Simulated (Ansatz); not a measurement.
Computed with Ansatz on PBE0-D4/def2-TZVP structures; ΔE is electronic, products minus reactants. CBS: MP2 limit from def2 TZ/QZ plus the TZ coupled-cluster correction, frozen cores. This one scheme is used for every species, atoms too. Functionals use def2-TZVPP. B3LYP here is the variant with VWN-RPA as its local correlation; programs differ in this. Open shells (•) are unrestricted, without spin–orbit coupling. Spin–orbit coupling would lower the free atoms: a little for Si; clearly for Se. For Se outer-core shells are correlated without core-valence functions, so the limit isn't a true one: a few kJ/mol of doubt a bond, and 10 to 20 or more in all where bonds break to atoms. Scalar relativity is left out up to krypton. One conformer a species, not always the lowest.

`[SiH3][SiH2][SeH]` → 6 H• + Se• + 2 Si•  (atomization)

```
             level  ΔE (kcal/mol)  difference from CCSD(T)/CBS
       LDA (SPW92)          664.3                         60.8
            PBE-D4          593.6                         -9.9
           ωB97M-V          598.3                         -5.2
            revPBE          573.0                        -30.5
              BLYP          581.2                        -22.3
            r2SCAN          599.7                         -3.8
             B3LYP          591.2                        -12.3
SCS-MP2/def2-TZVPP          586.4                        -17.1
SCS-MP2/def2-QZVPP          597.8                         -5.7
      HF/CBS(def2)          450.2                       -153.3
       CCSD(T)/CBS          603.5                            0
```

Largest T1 diagnostic among the species: 0.012.

From BLYP to BHLYP (50 % exact exchange), in def2-TZVPP and without D4, ΔE moves by +5.5 kcal/mol. The D4 term adds +8.1 kcal/mol with B3LYP and +4.2 kcal/mol with PBE0; it sums over pairs of atoms, weighted by their polarisabilities, and B3LYP, whose exchange is more repulsive, gets the larger term.

For atomizations the MP2-based limit and the directly extrapolated one differ by several kJ/mol either way, and by 10 to 25 for some Ge, Se and Sn compounds, so smaller differences from it don't rank the levels.
